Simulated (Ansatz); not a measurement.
A short molecular-dynamics run on `CC(C)(C)N[Si](Cl)(Cl)Cl`.

```yaml
crystal:
  periodic: [false, false, false]
  atoms:
    - {symbol: C, position_ang: [-0.362245, -1.352477, 0.594855]}
    - {symbol: C, position_ang: [-0.145775, 0.149586, 0.475925]}
    - {symbol: C, position_ang: [1.136683, 0.550264, 1.202230]}
    - {symbol: C, position_ang: [-1.337190, 0.885808, 1.077265]}
    - {symbol: N, position_ang: [-0.054532, 0.530489, -0.939786]}
    - {symbol: Si, position_ang: [0.480407, -0.316392, -2.289039]}
    - {symbol: Cl, position_ang: [2.308978, -1.203022, -2.052909]}
    - {symbol: Cl, position_ang: [-0.774498, -1.808476, -2.887511]}
    - {symbol: Cl, position_ang: [0.610473, 1.049856, -3.795410]}
    - {symbol: H, position_ang: [0.469468, -1.914905, 0.162436]}
    - {symbol: H, position_ang: [-0.431671, -1.630375, 1.648162]}
    - {symbol: H, position_ang: [-1.283515, -1.658040, 0.096403]}
    - {symbol: H, position_ang: [1.998097, 0.033761, 0.774596]}
    - {symbol: H, position_ang: [1.308061, 1.626451, 1.115136]}
    - {symbol: H, position_ang: [1.076192, 0.302048, 2.264933]}
    - {symbol: H, position_ang: [-2.259508, 0.607838, 0.563432]}
    - {symbol: H, position_ang: [-1.442155, 0.646843, 2.137845]}
    - {symbol: H, position_ang: [-1.208638, 1.969027, 0.991337]}
    - {symbol: H, position_ang: [-0.130131, 1.527217, -1.083597]}
basis:
  gaussian: {orbitals: def2-SVP}
hamiltonian: {xc: {name: PBE}}
md: {timestep: 1 fs, n_steps: 20, ensemble: nvt_nose_hoover, temperature: 1000, initial_velocities: maxwell_boltzmann, seed: 43}
```

```sh
$ ansatz run in.yaml --threads 4 --pin off --events-out ev --progress --plain --max-ram 66560MiB --backend cuda --devices 0, --max-vram 37GiB
```

```tsv
step	time (fs)	potential energy (eV)	kinetic (eV)	T (K)	conserved (eV)
0	0.0	-51206.2158	2.1974	1000	-51204.0184
1	1.0	-51206.0646	2.0609	938	-51204.0037
2	2.0	-51205.7284	1.7446	794	-51203.9838
3	3.0	-51205.4871	1.5021	684	-51203.9851
4	4.0	-51205.3487	1.3617	620	-51203.9872
5	5.0	-51205.2715	1.2848	585	-51203.9873
6	6.0	-51205.2381	1.2464	567	-51203.9926
7	7.0	-51205.1768	1.1824	538	-51203.9957
8	8.0	-51205.0673	1.0837	493	-51203.9854
9	9.0	-51205.0655	1.0893	496	-51203.9787
10	10.0	-51205.2600	1.2711	578	-51203.9922
11	11.0	-51205.4741	1.4775	672	-51204.0009
12	12.0	-51205.5588	1.5627	711	-51204.0016
13	13.0	-51205.4869	1.4973	681	-51203.9965
14	14.0	-51205.3281	1.3485	614	-51203.9878
15	15.0	-51205.2099	1.2368	563	-51203.9826
16	16.0	-51205.2119	1.2375	563	-51203.9851
17	17.0	-51205.2928	1.3094	596	-51203.9957
18	18.0	-51205.3006	1.3109	597	-51204.0037
19	19.0	-51205.1413	1.1640	530	-51203.9931
20	20.0	-51204.9894	1.0318	470	-51203.9749
```

Velocities are drawn at the set temperature; a run this short doesn't reach equilibrium.

Frames (Å, forces in eV/Å):

```xyz
19
time=0.0 fs
C    -0.362   -1.352    0.595    0.007    0.122    0.032
C    -0.146    0.150    0.476    0.007   -0.002   -0.016
C     1.137    0.550    1.202   -0.121   -0.040   -0.037
C    -1.337    0.886    1.077    0.108   -0.082   -0.040
N    -0.055    0.530   -0.940   -0.228   -0.044    0.445
Si    0.480   -0.316   -2.289    0.073   -0.121   -0.239
Cl    2.309   -1.203   -2.053    0.637   -0.309    0.082
Cl   -0.774   -1.808   -2.888   -0.433   -0.503   -0.221
Cl    0.610    1.050   -3.795    0.040    0.457   -0.494
H     0.469   -1.915    0.162    0.402   -0.288   -0.203
H    -0.432   -1.630    1.648   -0.038   -0.171    0.523
H    -1.284   -1.658    0.096   -0.457   -0.181   -0.254
H     1.998    0.034    0.775    0.444   -0.247   -0.214
H     1.308    1.626    1.115    0.108    0.538   -0.029
H     1.076    0.302    2.265    0.004   -0.105    0.542
H    -2.260    0.608    0.563   -0.479   -0.122   -0.248
H    -1.442    0.647    2.138   -0.080   -0.096    0.535
H    -1.209    1.969    0.991    0.041    0.543   -0.031
H    -0.130    1.527   -1.084   -0.035    0.649   -0.133
19
time=2.0 fs
C    -0.346   -1.349    0.577   -2.328   -1.778    1.701
C    -0.155    0.143    0.458    0.974    0.114    0.618
C     1.156    0.550    1.186    0.462   -1.287    1.925
C    -1.324    0.924    1.062   -2.122   -2.530   -0.064
N    -0.035    0.505   -0.940   -0.355   -1.911    0.767
Si    0.479   -0.331   -2.284    0.298   -0.085   -0.789
Cl    2.314   -1.195   -2.037    0.655   -0.370    0.026
Cl   -0.780   -1.805   -2.895   -0.467   -0.603   -0.242
Cl    0.597    1.055   -3.789    0.049    0.315   -0.331
H     0.443   -1.981    0.144    0.443    0.107   -0.048
H    -0.490   -1.678    1.696    0.488    0.579   -1.550
H    -1.326   -1.718    0.100    0.932    0.587    0.270
H     2.085   -0.027    0.857   -0.904    0.654   -0.144
H     1.293    1.634    1.103    0.332    0.362   -0.078
H     1.095    0.298    2.332   -0.097    0.473   -1.553
H    -2.299    0.656    0.492    1.082    0.053    0.718
H    -1.477    0.642    2.137    0.052    0.139   -0.386
H    -1.309    1.979    0.996    0.675    1.896   -0.139
H    -0.100    1.460   -1.027   -0.167    3.284   -0.701
19
time=4.0 fs
C    -0.337   -1.351    0.565   -2.846   -2.915    1.912
C    -0.161    0.136    0.442    1.685    0.282    1.230
C     1.177    0.546    1.176    0.503   -1.030    2.432
C    -1.318    0.954    1.046   -2.750   -1.563   -0.024
N    -0.017    0.476   -0.938   -0.884    2.059    0.475
Si    0.477   -0.345   -2.280    0.515   -0.017   -1.313
Cl    2.319   -1.187   -2.022    0.680   -0.433   -0.043
Cl   -0.785   -1.802   -2.903   -0.502   -0.705   -0.268
Cl    0.583    1.061   -3.783    0.063    0.176   -0.197
H     0.432   -2.042    0.124    0.088    0.752    0.261
H    -0.530   -1.704    1.689    0.802    0.797   -1.781
H    -1.335   -1.757    0.112    1.203    0.908    0.215
H     2.140   -0.064    0.932   -1.419    1.023   -0.416
H     1.291    1.655    1.088    0.411   -0.365   -0.074
H     1.110    0.311    2.345   -0.221    0.574   -1.851
H    -2.300    0.706    0.447    1.328   -0.063    0.912
H    -1.511    0.642    2.122    0.167    0.302   -0.770
H    -1.384    2.054    0.996    1.054    0.292   -0.054
H    -0.075    1.499   -0.996    0.123   -0.073   -0.647
19
time=6.0 fs
C    -0.336   -1.363    0.558   -1.916   -2.327    1.055
C    -0.162    0.131    0.430    2.074    0.382    1.765
C     1.199    0.538    1.174   -0.402    0.013    1.548
C    -1.321    0.980    1.031   -1.863   -0.042   -0.056
N    -0.001    0.451   -0.935   -1.155    4.533    0.148
Si    0.476   -0.359   -2.278    0.657    0.122   -1.626
Cl    2.325   -1.179   -2.006    0.699   -0.492   -0.111
Cl   -0.791   -1.801   -2.912   -0.531   -0.799   -0.291
Cl    0.569    1.066   -3.776    0.083    0.050   -0.095
H     0.425   -2.075    0.114   -0.012    1.025    0.359
H    -0.540   -1.702    1.618    0.740    0.428   -0.313
H    -1.301   -1.762    0.131    0.290    0.647   -0.353
H     2.144   -0.064    0.992   -0.780    0.605   -0.860
H     1.304    1.662    1.070    0.429   -0.791   -0.090
H     1.117    0.345    2.290   -0.391    0.327   -0.528
H    -2.254    0.753    0.435    0.377   -0.339    0.325
H    -1.538    0.653    2.081    0.138    0.248   -0.294
H    -1.419    2.140    0.994    1.325   -1.360    0.005
H    -0.046    1.540   -0.989    0.240   -2.229   -0.589
19
time=8.0 fs
C    -0.342   -1.381    0.554   -0.149   -0.060   -0.779
C    -0.156    0.126    0.424    2.058    0.345    2.165
C     1.219    0.531    1.176   -1.929    1.106   -0.597
C    -1.329    1.005    1.015    0.349    0.474    0.124
N     0.012    0.439   -0.932   -1.073    3.875   -0.287
Si    0.477   -0.374   -2.279    0.681    0.311   -1.624
Cl    2.332   -1.173   -1.991    0.701   -0.539   -0.171
Cl   -0.798   -1.800   -2.921   -0.542   -0.868   -0.303
Cl    0.555    1.072   -3.771    0.106   -0.056   -0.016
H     0.419   -2.070    0.117    0.307    0.706    0.145
H    -0.523   -1.684    1.539    0.256   -0.459    2.557
H    -1.259   -1.744    0.136   -1.314   -0.014   -1.130
H     2.119   -0.042    1.019    0.703   -0.446   -1.209
H     1.333    1.640    1.049    0.415   -0.485   -0.167
H     1.108    0.391    2.219   -0.620   -0.092    2.048
H    -2.195    0.787    0.433   -1.358   -0.684   -0.858
H    -1.560    0.673    2.029   -0.023    0.017    0.638
H    -1.404    2.177    0.992    1.284   -1.621   -0.010
H    -0.008    1.503   -1.006    0.150   -1.510   -0.527
19
time=10.0 fs
C    -0.348   -1.400    0.549   -0.346    1.150   -0.303
C    -0.144    0.123    0.425    1.635    0.364    2.230
C     1.234    0.527    1.177   -2.572    0.672   -0.546
C    -1.336    1.031    1.000    1.066   -0.880   -0.035
N     0.021    0.437   -0.929   -0.870    0.263   -0.489
Si    0.478   -0.388   -2.281    0.615    0.491   -1.401
Cl    2.339   -1.166   -1.975    0.689   -0.576   -0.230
Cl   -0.805   -1.799   -2.930   -0.526   -0.903   -0.307
Cl    0.542    1.078   -3.765    0.133   -0.142    0.045
H     0.424   -2.040    0.125    0.775    0.085   -0.217
H    -0.495   -1.682    1.550    0.095   -0.503    2.254
H    -1.262   -1.725    0.100   -1.307   -0.180   -0.952
H     2.119   -0.036    1.000    1.080   -0.887   -1.016
H     1.379    1.602    1.021    0.367    0.374   -0.290
H     1.077    0.435    2.219   -0.395   -0.165    1.988
H    -2.184    0.796    0.401   -1.390   -0.513   -0.941
H    -1.583    0.694    2.000   -0.102   -0.071    0.910
H    -1.340    2.156    0.990    1.003   -0.506   -0.089
H     0.036    1.415   -1.042    0.050    1.928   -0.610
19
time=12.0 fs
C    -0.356   -1.416    0.543   -1.611    0.739    1.612
C    -0.126    0.121    0.433    0.885    0.520    1.898
C     1.241    0.525    1.176   -1.665   -0.570    1.312
C    -1.340    1.054    0.984   -0.179   -3.659   -0.368
N     0.029    0.436   -0.928   -0.732   -0.709   -0.652
Si    0.480   -0.401   -2.286    0.517    0.649   -1.121
Cl    2.348   -1.161   -1.960    0.682   -0.610   -0.300
Cl   -0.813   -1.800   -2.939   -0.490   -0.914   -0.317
Cl    0.529    1.084   -3.759    0.166   -0.211    0.063
H     0.458   -2.005    0.125    0.584   -0.138   -0.249
H    -0.464   -1.697    1.640    0.113    0.108   -0.820
H    -1.311   -1.711    0.030    0.378    0.116    0.190
H     2.156   -0.061    0.945   -0.366   -0.154   -0.230
H     1.438    1.576    0.982    0.214    0.721   -0.275
H     1.032    0.472    2.289    0.389   -0.104   -0.564
H    -2.221    0.787    0.337    0.317    0.247    0.258
H    -1.610    0.714    2.003    0.035    0.163    0.164
H    -1.238    2.118    0.984    0.732    1.305   -0.183
H     0.082    1.394   -1.102    0.031    2.500   -0.417
19
time=14.0 fs
C    -0.369   -1.429    0.541   -1.028    0.459    1.799
C    -0.106    0.121    0.446   -0.039    0.606    1.248
C     1.242    0.522    1.179   -0.542   -0.411    1.625
C    -1.345    1.067    0.968   -0.467   -3.614   -0.183
N     0.034    0.434   -0.929   -0.352    2.250   -1.342
Si    0.482   -0.413   -2.291    0.413    0.843   -0.805
Cl    2.357   -1.156   -1.946    0.671   -0.639   -0.380
Cl   -0.821   -1.802   -2.949   -0.435   -0.905   -0.321
Cl    0.515    1.089   -3.753    0.203   -0.263    0.024
H     0.513   -1.974    0.117   -0.392    0.096    0.099
H    -0.428   -1.710    1.703   -0.117    0.286   -2.206
H    -1.347   -1.694   -0.034    1.351    0.171    0.968
H     2.179   -0.092    0.880   -1.397    0.421    0.508
H     1.504    1.575    0.934   -0.174   -0.036    0.017
H     1.001    0.505    2.341    0.896   -0.168   -1.788
H    -2.249    0.786    0.281    1.252    0.747    0.915
H    -1.635    0.739    2.012    0.188    0.381   -0.537
H    -1.108    2.123    0.971    0.227    0.766   -0.227
H     0.128    1.458   -1.175   -0.258   -0.991    0.586
19
time=16.0 fs
C    -0.385   -1.440    0.546    0.616    0.933    1.066
C    -0.085    0.122    0.464   -1.004    0.554    0.337
C     1.242    0.517    1.187    0.039    0.388    0.662
C    -1.350    1.068    0.950    1.073   -1.363    0.226
N     0.039    0.438   -0.933   -0.075    2.855   -1.379
Si    0.486   -0.424   -2.298    0.301    1.033   -0.461
Cl    2.366   -1.151   -1.931    0.629   -0.654   -0.450
Cl   -0.830   -1.805   -2.959   -0.355   -0.866   -0.298
Cl    0.502    1.094   -3.747    0.241   -0.302   -0.041
H     0.553   -1.939    0.112   -1.111    0.152    0.312
H    -0.397   -1.712    1.686   -0.411    0.086   -1.779
H    -1.335   -1.671   -0.062    1.074   -0.039    0.988
H     2.152   -0.109    0.834   -1.287    0.352    0.847
H     1.565    1.573    0.886   -0.588   -0.747    0.356
H     1.003    0.532    2.329    0.945   -0.250   -1.380
H    -2.231    0.813    0.258    0.973    0.721    0.640
H    -1.653    0.779    2.003    0.187    0.351   -0.555
H    -0.971    2.154    0.949   -0.794   -1.085   -0.212
H     0.165    1.490   -1.227   -0.455   -2.118    1.123
19
time=18.0 fs
C    -0.398   -1.448    0.553    2.397    2.269   -0.448
C    -0.068    0.125    0.483   -1.950    0.378   -0.576
C     1.242    0.513    1.197   -0.129    0.978   -1.275
C    -1.352    1.064    0.934    3.432    0.206    0.866
N     0.043    0.449   -0.941   -0.075    1.004   -0.607
Si    0.489   -0.434   -2.306    0.186    1.149   -0.158
Cl    2.377   -1.148   -1.917    0.539   -0.651   -0.502
Cl   -0.839   -1.809   -2.969   -0.246   -0.793   -0.242
Cl    0.489    1.099   -3.741    0.279   -0.335   -0.100
H     0.552   -1.900    0.118   -0.975   -0.140    0.161
H    -0.382   -1.712    1.605   -0.599   -0.520    0.620
H    -1.284   -1.650   -0.055   -0.345   -0.399    0.170
H     2.078   -0.113    0.819   -0.156   -0.369    0.654
H     1.603    1.545    0.851   -0.717   -0.657    0.465
H     1.041    0.550    2.268    0.538   -0.245    0.717
H    -2.179    0.867    0.257   -0.376    0.291   -0.521
H    -1.664    0.831    1.974    0.026    0.124    0.026
H    -0.863    2.147    0.920   -1.478   -1.612   -0.142
H     0.185    1.448   -1.238   -0.354   -0.677    0.892
19
time=20.0 fs
C    -0.405   -1.449    0.559    2.922    3.615   -1.468
C    -0.057    0.130    0.500   -2.735    0.056   -1.218
C     1.241    0.513    1.204   -0.876    0.928   -2.400
C    -1.344    1.061    0.920    4.295    0.251    1.045
N     0.047    0.462   -0.950   -0.444   -2.820    0.816
Si    0.493   -0.442   -2.314    0.081    1.237    0.078
Cl    2.388   -1.145   -1.904    0.404   -0.632   -0.544
Cl   -0.849   -1.814   -2.980   -0.107   -0.685   -0.163
Cl    0.477    1.103   -3.735    0.316   -0.362   -0.153
H     0.517   -1.867    0.130    0.032   -0.681   -0.314
H    -0.389   -1.732    1.550   -0.610   -1.068    2.873
H    -1.247   -1.643   -0.042   -1.634   -0.604   -0.705
H     1.999   -0.133    0.828    1.186   -1.286    0.134
H     1.615    1.493    0.833   -0.421    0.217    0.219
H     1.099    0.558    2.234    0.114   -0.160    2.579
H    -2.140    0.932    0.237   -1.174   -0.032   -1.226
H    -1.675    0.889    1.946   -0.143   -0.108    0.573
H    -0.810    2.082    0.885   -1.345   -0.675   -0.047
H     0.193    1.386   -1.217    0.137    2.808   -0.077
```

Hardware: 4 threads of an AMD EPYC 7R13 on a shared host and a share of an NVIDIA H100 80 GB. Wall time 52 s, peak host memory 0.85 GiB.
